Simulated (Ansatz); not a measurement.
Gas-phase electronic energies from Ansatz, PBE0-D4/def2-TZVP geometries. CCSD(T)/CBS is the MP2 limit (def2-TZVPP, def2-QZVPP) plus CCSD(T) − MP2 in def2-TZVPP, frozen cores. This one scheme is used for every species. Functionals use def2-TZVPP. B3LYP here is the variant with VWN-RPA as its local correlation; programs differ in this. Each species was taken in one conformer, which may not be the lowest.

`F[SiH](F)S[SiH3]` + H₂ → `F[SiH2]S[SiH3]` + H–F  (hydrogenolysis of the Si–F bond)

**Question.** Is it downhill or uphill in electronic energy at CCSD(T)/CBS, and by how much? (Best estimate.)

**Answer.** Computed: Uphill: ΔE = +129.7 kJ/mol.

**Question.** What do these levels give: B3LYP-D4, B2PLYP, PBE, B3LYP, MP2/def2-TZVPP, MP2/def2-QZVPP? (An estimate is asked.)

**Answer.** Ansatz gave: B3LYP-D4 133.3, B2PLYP 132.6, PBE 122.7, B3LYP 129.8, MP2/def2-TZVPP 132.7, MP2/def2-QZVPP 133.8 kJ/mol.

Largest T1 diagnostic among the species: 0.012.

The D4 term adds +3.5 kJ/mol with B3LYP and +1.8 kJ/mol with PBE0; it sums over pairs of atoms, weighted by their polarisabilities, and B3LYP, whose exchange is more repulsive, gets the larger term.
